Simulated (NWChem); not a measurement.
Species: C3H4BrF; SMILES C/C=C(\F)Br

This build's default masses of Se (78.918 u) and Br (79.917 u) are each other's, which moves their modes by up to 0.6 %.

Task: Give the equilibrium geometry at PBE0/def2-SVP (NWChem) as a Z-matrix, with the point group.

Result: point group Cs; any orientation.
```
C
C 1 1.3313
F 2 1.3237 1 123.09
H 1 1.0920 2 116.90 3 180.00
C 1 1.4922 4 119.25 2 180.00
H 5 1.0979 1 111.62 4 180.00
H 5 1.1023 6 108.27 1 -122.26
H 5 1.1023 6 108.27 7 -115.48
Br 2 1.8771 3 112.29 1 180.00
```
